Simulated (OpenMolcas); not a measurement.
# Ti: effect of the IPEA shift

```yaml
Program: OpenMolcas
Basis: ANO-RCC-VTZP [6s5p3d2f1g]
Scalar_Hamiltonian: DKH2, point nucleus
Active_space: 4 electrons in 9 orbitals (RAS2 3d 4s; RAS3 4p, at most 2 electrons)
State_averaging: 2S+1 = 3 even, 55 roots (48 in the spin-orbit step); 2S+1 = 5 even, 10 roots kept (CI in the orbitals of an earlier block); 2S+1 = 1 even, 50 roots kept (CI in the orbitals of an earlier block, 42 in the spin-orbit step); 2S+1 = 3 odd, 84 roots (62 in the spin-orbit step); 2S+1 = 5 odd, 39 roots kept (CI in the orbitals of an earlier block, 30 in the spin-orbit step); 2S+1 = 1 odd, 30 roots kept (CI in the orbitals of an earlier block, 22 in the spin-orbit step)
Spin-orbit_coupling: RASSI with atomic mean-field integrals over the reference wave functions, term energies averaged over their components
```

Methods on the same reference wave functions:
A. RASSCF
B. MS-RASPT2, IPEA 0 Eh, imaginary shift 0.1 Eh (closed shells correlated: 3s 3p)
C. MS-RASPT2, IPEA 0.25 Eh, imaginary shift 0.1 Eh (closed shells correlated: 3s 3p)

Energies in cm⁻¹ above 3d² 4s² ³F₂, the measured ground level; measured values from NIST Handbook of Basic Atomic Spectroscopic Data.

```
             Level     A      B      C  Measured
       3d² 4s² ³F₂   0.0    0.0    0.0       0.0
       3d² 4s² ³F₃   143    145    144       170
       3d² 4s² ³F₄   329    330    330       387
        3d³ 4s ⁵F₁  3937   6970   7610      6557
        3d³ 4s ⁵F₂  3984   7020   7660      6599
        3d³ 4s ⁵F₃  4055   7090   7730      6661
        3d³ 4s ⁵F₄  4148   7180   7820      6743
        3d³ 4s ⁵F₅  4264   7300   7930      6843
    3d² 4s 4p ⁵G°₂  7618  19010  19030     15877
    3d² 4s 4p ⁵G°₃  7718  19110  19130     15976
    3d² 4s 4p ⁵G°₄  7852  19250  19260     16106
3d² 4s² ¹D₂ [69 %]  7958   4710   5820      7255
    3d² 4s 4p ⁵G°₅  8018  19420  19430     16267
    3d² 4s 4p ⁵G°₆  8217  19620  19630     16459
    3d² 4s 4p ⁵F°₁  8922  19330  19710     16817
    3d² 4s 4p ⁵F°₂  8982  19400  19770     16875
    3d² 4s 4p ⁵F°₃  9073  19490  19860     16961
    3d² 4s 4p ⁵F°₄  9194  19610  19980     17075
       3d² 4s² ³P₀  9258   4800   7360      8437
       3d² 4s² ³P₁  9303   4850   7410      8492
    3d² 4s 4p ⁵F°₅  9344  19760  20130     17215
3d² 4s² ³P₂ [58 %]  9404   5020   7520      8602
        3d³ 4s ³F₂  9529  11100  12390     11532
        3d³ 4s ³F₃  9645  11220  12510     11640
```

Deviations, from unrounded energies. A percentage is the sum of absolute deviations over the sum of measured energies, with the sign that they share, or ± where signs differ.

```csv
Against measurement,Levels,A,B,C
mean absolute deviation (cm-1),23,4400,2000,1800
fine structure of the ground term (%),2,-15.3,-14.8,-14.9
other terms of the ground configuration (%),4,+9.6,-40.9,-14.3
other configurations (%),17,-44.0,±14.1,+16.8
```

C lies closest to measurement on these levels and A furthest from it. The largest miss of C in the table is 3d² 4s 4p ⁵G°₆, by +3200 cm-1. The ranking rests on the paired levels alone, and a cruder setting can come out closer through cancelling errors.

Between B and C the level of the table that moves most is 3d² 4s² ³P₁, by 2600 cm-1 (lowest in B, highest in C). Moves below CASPT2's spread within the term are not significant.

The mean deviations of B to C differ by less than CASPT2's widest spread within a term (3200 cm-1), so their order carries little weight.

From A to B the spin-free energies of the other terms of 3d² 4s² shown, above ³F, scale by factors of 0.51 to 0.59.

The lowest spin-free term lies below A's lowest term by 0.394 hartree in B, 0.383 hartree in C.

Term energies are means over components that CASPT2 splits; among the terms shown or strongly mixed into the levels shown the widest spread is 3200 cm-1 (3d² 4s² ³F, B). Over all roots computed the reference weight is 0.80 to 0.92 in B, 0.85 to 0.93 in C; the roots of lowest weight are the least certain, and an intruder state may touch them. Some high roots are left out of the spin-orbit mixing, which shifts the levels that they would mix with. Terms from blocks run as CI alone lack orbitals of their own. Configurations are named by rounded mean occupations; where the s occupation lies near a half they are strongly mixed, a name can repeat and a true partner stay unpaired. A single d shell beside an s shell can misplace configurations of different d count against each other. Without dynamic correlation excited terms often stand tens of per cent too high (terms of higher spin than the ground term too low), and those without a measured partner can miss by more than the paired ones (holds for A). Some levels mix across a computed gap that differs much from the measured one, so their mixing is not that of the real levels (holds for B). Some terms miss by over 15 % even with CASPT2, which points to a basis or an active space too small for the shells correlated (holds for B; C). The CASPT2 spread within a term exceeds the gap to the next term for 3d² 4s² ³P and 3d³ 4s ⁵F, so the order of their levels is uncertain, and so are names and mixing where such terms share a J (holds for C). Measured partners are found by configuration, term and J. A level has none where our copy of the source lacks it or the pairing is in doubt (some pairs that miss far off the trend of their configuration count as doubtful), and it then counts in no deviation. Only configurations of the active space appear. The table leaves out levels that lie high or whose names do not pair safely across all columns.

A share in square brackets marks a mixed level and gives the weight of the term that names it, the lowest over the columns. ° marks odd parity.
